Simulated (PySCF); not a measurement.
Al(Me)(OH)2 (CH5AlO2), SMILES [CH3][Al]([OH])[OH]. Atoms are numbered in the order given.

```xyz
9

Al     0.0472    -0.0049     0.0000
C     -1.8884    -0.0011     0.0000
H     -2.2674     1.0355     0.0000
H     -2.2971    -0.4970    -0.8947
H     -2.2971    -0.4970     0.8947
O      0.8719    -0.0003    -1.4933
H      1.8137     0.0163    -1.6664
O      0.8719    -0.0003     1.4933
H      1.8137     0.0163     1.6664
```
Charge 0, spin multiplicity 1.

Geometry: ωB97X-D3(BJ)/def2-SVP. The isomer is the one that the SMILES or the coordinates give; other isomers of the formula were not compared. One conformer was computed; it need not be the lowest.

All values below come from HF/def2-TZVP run with PySCF.

```yaml
total_energy: -432.64335 hartree
point_group: Cs
highest_occupied_level: -11.77 eV
lowest_empty_level: 2.55 eV
orbital_gap: 14.32 eV
dipole_moment: 0.393 e·Å
quadrupole, principal values (traceless, Buckingham form, about the centre of nuclear charge): -10.01, 2.31, 7.70 D·Å
mean_static_polarisability: 37.6 bohr³ (5.56 Å³)
polarisability_principal_values: 32.6, 37.4, 42.7 bohr³
```
